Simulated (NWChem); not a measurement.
System: CH₃FO₂Si; SMILES O=C[Si@@H](O)F

The following NWChem deck was run.

```
start job
memory heap 200 mb stack 900 mb global 1100 mb
geometry units angstroms noautoz
  O     -0.143437    -1.957491     0.491420
  C      0.631789    -1.228850    -0.115835
  Si     0.003005     0.583369    -0.425961
  O     -1.558287     0.480556     0.118613
  F      0.928651     1.570497     0.497313
  H      1.648047    -1.621522    -0.427069
  H      0.067419     1.113505    -1.818382
  H     -1.654288    -0.371255     0.602056
end
basis spherical
  * library 6-31g*
end
dft
  xc bhlyp
  iterations 150
  mulliken
end
task dft energy
```

Geometry: optimised at PBE-D3(BJ)/def2-SVP.

Q: Give the results of this calculation. (BHandHLYP/6-31G* (spherical d).) Quantities: energy (Ha); highest occupied level (eV); orbital gap (eV); dipole (D).

A: 
```yaml
energy (Ha): -579.61
highest occupied level (eV): -9.12
orbital gap (eV): 8.35
dipole (D): 2.24
```
